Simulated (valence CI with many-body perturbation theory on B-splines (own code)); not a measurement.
Cd XXXV: calculated level list

Computed by relativistic CI+MBPT: four valence electrons over a frozen Dirac-Fock core [Ne], radial functions for each j: 11 s, 11 p, 10 d, 8 f, 5 g, 2 h, with the one-electron correlation potential Σ1 (screened to all orders), the two-electron term Σ2, the three-electron term Σ3, Breit, model QED; selected single and double excitations, second order for the rest, scaled by the run's own slope (own B-spline code, finite nucleus).

The last digits are not significant, and no measured levels were compared; by estimate large intervals hold to a few tenths of a per cent, small ones and those within an open d or f shell to about a per cent. Among the levels kept, up to 700 cm⁻¹ of a level comes from second order outside the variational space, and about a tenth of that is noise between levels of different J, which matters for small intervals.

Levels 1 to 45 of 175, with energies above the lowest level, (3s^2 3p1/2^2) J=0. "Leading %" is the weight of the configuration and term that name the level; weights of strongly mixed levels are sums over their largest components and can fall short. In the jj column 3d3/2^4 stands for four electrons in 3d with j = 3/2.

```csv
No.,Configuration,Term,J,E (cm⁻¹),Leading %,g,Leading jj
1,3s2 3p2,3P,0,0,75,,3s^2 3p1/2^2 (98 %)
2,3s2 3p2,3P,1,327280,98,1.497,3s^2 3p1/2 3p3/2 (98 %)
3,3s2 3p2,1D,2,371000,56,1.208,3s^2 3p1/2 3p3/2 (97 %)
4,3s2 3p2,3P,2,730090,56,1.283,3s^2 3p3/2^2 (97 %)
5,3s2 3p2,1S,0,828080,74,,3s^2 3p3/2^2 (96 %)
6,3s 3p3,5S°,2,1005400,51,1.696,3s 3p1/2^2 3p3/2 (86 %)
7,3s 3p3,3D°,1,1144800,46,0.903,3s 3p1/2^2 3p3/2 (77 %)
8,3s 3p3,3D°,2,1300100,44,1.463,3s 3p1/2 3p3/2^2 (79 %)
9,3s2 3p 3d,3F°,2,1335500,60,0.819,3s^2 3p1/2 3d3/2 (90 %)
10,3s 3p3,3D°,3,1373800,78,1.310,3s 3p1/2 3p3/2^2 (78 %)
11,3s 3p3,3P°,0,1475600,89,,3s 3p1/2 3p3/2^2 (89 %)
12,3s 3p3,3P°,1,1489500,35,1.170,3s 3p1/2 3p3/2^2 (49 %)
13,3s2 3p 3d,3F°,2,1515800,25,1.042,3s 3p1/2 3p3/2^2 (39 %)
14,3s2 3p 3d,3F°,3,1531300,70,1.120,3s^2 3p1/2 3d5/2 (72 %)
15,3s2 3p 3d,3P°,1,1550300,26,1.091,3s^2 3p1/2 3d3/2 (41 %)
16,3s2 3p 3d,3D°,2,1597300,27,1.277,3s^2 3p1/2 3d5/2 (45 %)
17,3s 3p3,3S°,1,1618900,36,1.316,3s 3p1/2 3p3/2^2 (79 %)
18,3s2 3p 3d,3P°,2,1752100,28,1.319,3s^2 3p3/2 3d5/2 (50 %)
19,3s2 3p 3d,3F°,4,1812800,98,1.246,3s^2 3p3/2 3d5/2 (98 %)
20,3s2 3p 3d,3P°,1,1844900,42,1.164,3s^2 3p3/2 3d3/2 (77 %)
21,3s2 3p 3d,3D°,2,1848300,44,1.064,3s^2 3p3/2 3d3/2 (74 %)
22,3s2 3p 3d,3D°,3,1856400,46,1.190,3s^2 3p3/2 3d3/2 (69 %)
23,3s2 3p 3d,3P°,0,1861400,89,,3s^2 3p3/2 3d3/2 (89 %)
24,3s2 3p 3d,1P°,1,1981100,32,1.299,3s^2 3p3/2 3d5/2 (53 %)
25,3s2 3p 3d,3P°,2,1995000,24,1.284,3s^2 3p3/2 3d5/2 (45 %)
26,3s2 3p 3d,1F°,3,1999800,64,1.112,3s^2 3p3/2 3d5/2 (77 %)
27,3s 3p2 3d,5F,1,2031200,63,0.304,3s 3p1/2^2 3d3/2 (86 %)
28,3s 3p2 3d,5F,2,2051400,35,1.204,3s 3p1/2^2 3d3/2 (76 %)
29,3s2 3p 3d,1P°,1,2101800,37,1.026,3s 3p3/2^3 (46 %)
30,3s 3p2 3d,5F,3,2156300,32,1.377,3s 3p1/2^2 3d5/2 (77 %)
31,3p4,3P,2,2165100,27,1.229,3p1/2^2 3p3/2^2 (39 %)
32,3s 3p2 3d,5D,0,2288800,47,,3s 3p1/2 3p3/2 3d3/2 (67 %)
33,3s 3p2 3d,3F,2,2294700,50,0.959,3s 3p1/2 3p3/2 3d3/2 (63 %)
34,3s 3p2 3d,5D,1,2307300,60,1.262,3s 3p1/2 3p3/2 3d3/2 (94 %)
35,3s 3p2 3d,5F,3,2326600,46,1.217,3s 3p1/2 3p3/2 3d3/2 (81 %)
36,3s 3p2 3d,5D,0,2337300,43,,3p1/2^2 3p3/2^2 (43 %)
37,3s 3p2 3d,5F,2,2341500,23,1.185,3s 3p1/2 3p3/2 3d3/2 (38 %)
38,3s 3p2 3d,5F,4,2363800,76,1.326,3s 3p1/2 3p3/2 3d5/2 (66 %)
39,3s 3p2 3d,5D,4,2390000,47,1.345,3s 3p1/2 3p3/2 3d5/2 (54 %)
40,3s 3p2 3d,5P,3,2448900,51,1.417,3s 3p1/2 3p3/2 3d5/2 (54 %)
41,3s 3p2 3d,3F,2,2451000,29,1.174,3s 3p1/2 3p3/2 3d5/2 (68 %)
42,3s 3p2 3d,5F,5,2457900,67,1.330,3s 3p1/2 3p3/2 3d5/2 (88 %)
43,3s 3p2 3d,3P,1,2461300,39,1.381,3s 3p1/2 3p3/2 3d5/2 (62 %)
44,3s 3p2 3d,3F,2,2468100,37,1.008,3s 3p1/2 3p3/2 3d3/2 (51 %)
45,3s 3p2 3d,5P,2,2493700,45,1.551,3s 3p1/2 3p3/2 3d3/2 (70 %)
```

The ionisation energy to 3s2 3p 2P°_1/2 of the next ion comes out as 2193.8 eV (NIST: 2195 ± 4 eV (semi-empirical)). All 175 levels together are meant to be complete up to 4007200 cm⁻¹.
